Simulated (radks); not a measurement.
Results of a calculation; reference values are marked as such.
Task: P IX, configuration [He] 2s2 2p3 (the NIST ground configuration). Code: a radial shooting solver on a logarithmic mesh with Libxc functionals. Model: Dirac Kohn-Sham, PBE, spin-unpolarised, spherical densities, point nucleus; open shells fill j = l - 1/2 first. Some entries of the table are withheld. Estimate them.

orbital  occ.  eigenvalue (hartree)  <r^2> (bohr^2)  <r> (bohr)
1s1/2       2                   (1)         0.01435         (2)
2s1/2       2             -14.10943             (3)         (4)
2p1/2       2             -12.57912             (5)      0.4244
2p3/2       1             -12.53555             (6)      0.4261

Result: 
(1) 1s1/2 eigenvalue (hartree): -86.32180
(2) 1s1/2 <r> (bohr): 0.1033
(3) 2s1/2 <r^2> (bohr^2): 0.2671
(4) 2s1/2 <r> (bohr): 0.4763
(5) 2p1/2 <r^2> (bohr^2): 0.2206
(6) 2p3/2 <r^2> (bohr^2): 0.2222
